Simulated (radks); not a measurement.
Question: These are the eigenvalues of the occupied orbitals of an atom or ion with whole-number occupations (hartree). All-electron calculation, non-relativistic Kohn-Sham, LDA (Slater exchange, Perdew-Wang correlation), spin-unpolarised, spherical densities, point nucleus. Program: a radial shooting solver on a logarithmic mesh with Libxc functionals.

1s: -85.77246
2s: -14.01987
2p: -12.53807

Which element is it, and in what charge state? The configuration may be excited.

Answer: Z = 15, phosphorus, charge +8: P8+ in [He] 2s2 2p3. The list shows which subshells hold electrons but not how many an open one holds; the 1s level, -85.772 hartree, gives Z - s = 13.1 by -(Z - s)^2/2, which with screening narrows Z to a few neighbours, and the depths of the outer levels then fix element, charge and occupations together.
